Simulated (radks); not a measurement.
Ionisation ladder of gold, from Au XLV to Au LXVI. Each ion is in the ground configuration listed by NIST, and IE = E(next ion) - E(this ion). Method: non-relativistic Kohn-Sham, TPSS, spin-polarised, spherical densities, point nucleus; open shells are filled with parallel spins first (spin-orbit coupling, left out, can overturn this in heavy ions); meta-GGA in the generalised Kohn-Sham scheme; relativity is left out, which matters for an element this heavy; computed with a radial shooting solver on a logarithmic mesh with Libxc functionals.

species        configuration  E (hartree)  IE, Delta-SCF (eV)  -e(HOMO) (eV)     HOMO  <r> HOMO (bohr)  IE, NIST (eV)       kind  error (eV)
Au XLV     [Ar] 3d10 4s2 4p5  -16573.8392              2290.9         2263.1  4p down            0.389           2320     theory       -29.1
Au XLVI    [Ar] 3d10 4s2 4p4  -16489.6491              2345.8         2318.6  4p down            0.387           2383     theory       -37.2
Au XLVII   [Ar] 3d10 4s2 4p3  -16403.4424              2419.5         2390.8    4p up            0.385           2443     theory       -23.5
Au XLVIII  [Ar] 3d10 4s2 4p2  -16314.5260              2476.7         2448.2    4p up            0.383           2640     theory      -163.3
Au XLIX    [Ar] 3d10 4s2 4p1  -16223.5103              2532.7         2505.0    4p up            0.381           2708     theory      -175.3
Au L           [Ar] 3d10 4s2  -16130.4345              2679.7         2653.2       4s            0.385           2870     theory      -190.3
Au LI          [Ar] 3d10 4s1  -16031.9585              2742.2         2715.5    4s up            0.383           2941  semi-emp.      -198.8
Au LII             [Ar] 3d10  -15931.1851              4902.0         4834.4       3d            0.164           4888       exp.       +14.0
Au LIII             [Ar] 3d9  -15751.0406              5037.9         4969.8  3d down            0.163           5013     theory       +24.9
Au LIV              [Ar] 3d8  -15565.9021              5174.7         5106.1  3d down            0.162           5156     theory       +18.7
Au LV               [Ar] 3d7  -15375.7372              5312.2         5243.3  3d down            0.161           5307     theory        +5.2
Au LVI              [Ar] 3d6  -15180.5183              5450.2         5381.1  3d down            0.160           5452     theory        -1.8
Au LVII             [Ar] 3d5  -14980.2268              5631.4         5560.0    3d up            0.159           5594     theory       +37.4
Au LVIII            [Ar] 3d4  -14773.2750              5775.0         5703.1    3d up            0.157           5846     theory       -71.0
Au LIX              [Ar] 3d3  -14561.0488              5919.3         5847.0    3d up            0.157           5994     theory       -74.7
Au LX               [Ar] 3d2  -14343.5176              6064.4         5991.7    3d up            0.156           6156     theory       -91.6
Au LXI              [Ar] 3d1  -14120.6559              6209.9         6137.1    3d up            0.155           6305     theory       -95.1
Au LXII                 [Ar]  -13892.4472              6611.0         6549.0       3p            0.179           6724     theory      -113.0
Au LXIII        [Ne] 3s2 3p5  -13649.4970              6734.2         6672.9  3p down            0.178           6854     theory      -119.8
Au LXIV         [Ne] 3s2 3p4  -13402.0199              6854.9         6795.2  3p down            0.177           6997     theory      -142.1
Au LXV          [Ne] 3s2 3p3  -13150.1082              7018.7         6955.4    3p up            0.176           7130     theory      -111.3
Au LXVI         [Ne] 3s2 3p2  -12892.1769              7144.3         7081.8    3p up            0.176           7760     theory      -615.7

Reference values: NIST Atomic Spectra Database (exp. = measured, semi-emp. = semi-empirical, theory = theoretical value adopted there). The ionisation energy per charge of the ion left behind rises most, in proportion, at Au LII ([Ar] 3d10), from 53.768 to 94.269 eV. Relativity is left out here, which matters for elements this heavy. Open shells are spherical and high-spin; term and fine-structure splittings are not resolved.
